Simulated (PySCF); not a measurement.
**Working out the ionisation energy of Ta²⁺**

Ta²⁺ [Xe] 4f14 5d3 (4F) → Ta³⁺ [Xe] 4f14 5d2 (3F). Calculation: PySCF 2.14, in x2c-TZVPPall; the spin-free X2C one-electron Hamiltonian (Gaussian nucleus). Frozen: [Xe] 4f14. Energies in hartree (1 hartree = 27.21139 eV):

```json
{"part": "UHF", "Ta²⁺ (lower)": "-15599.269148", "Ta³⁺ (upper)": "-15598.419877"}
{"part": "CCSD correlation", "Ta²⁺ (lower)": "-0.015110", "Ta³⁺ (upper)": "-0.003677"}
{"part": "(T)", "Ta²⁺ (lower)": "-0.000079", "Ta³⁺ (upper)": "0.000000"}
```

Question: What does Hartree-Fock give?

Answer: (-15598.419877) − (-15599.269148) = 0.849271 hartree = 23.110 eV.

Question: What do CCSD and CCSD(T) give?

Answer: The CCSD correlation energies differ by 0.011433 hartree = 0.311 eV and the triples by 0.000079 hartree = 0.002 eV, so CCSD gives 23.421 eV and CCSD(T) 23.423 eV.

A first-order spin-orbit estimate adds -0.087 eV to CCSD(T) (valence), giving 23.336 eV against 23.1 ± 1.6 eV (theoretical estimate listed by NIST; NIST Atomic Spectra Database, ionization energies).

What remains against the reference includes basis incompleteness, the frozen core and higher excitations.
